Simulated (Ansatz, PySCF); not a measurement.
carbazole (C12H9N), SMILES c12[nH]c3ccccc3c1cccc2.

Geometry: B3LYP-D3(BJ)/def2-SVP.

Vertical ionisation energy (IE) and electron affinity (EA) in eV. Rows of orbital energies are one-electron estimates. Where ΔSCF, EOM or ADC give a negative EA the extra electron is unbound and the value depends on the basis.

```tsv
level	IE	EA
−ε(HOMO), −ε(LUMO), r2SCAN/def2-SVP (PySCF)	[?]	[?]
−ε(HOMO), −ε(LUMO), PBE/def2-SVP (PySCF)	5.00	1.62
ΔSCF, PBE/def2-SVPD (Ansatz), final states of multiplicity 2 and 2	7.37	-0.33
```

**Question.** What belongs in the gaps? (Estimate from the structure and the level; the computed values follow.)

**Answer.** 
- −ε(HOMO), −ε(LUMO), r2SCAN/def2-SVP (PySCF), IE: 5.21
- −ε(HOMO), −ε(LUMO), r2SCAN/def2-SVP (PySCF), EA: 1.56

**Question.** What vertical singlet–triplet gap does ΔSCF give with PBE/def2-SVPD (Ansatz, a quantum-chemistry and plane-wave program)? (Estimate from the structure and the level; the computed values follow.)

**Answer.** 3.24 eV (triplet above singlet where positive).
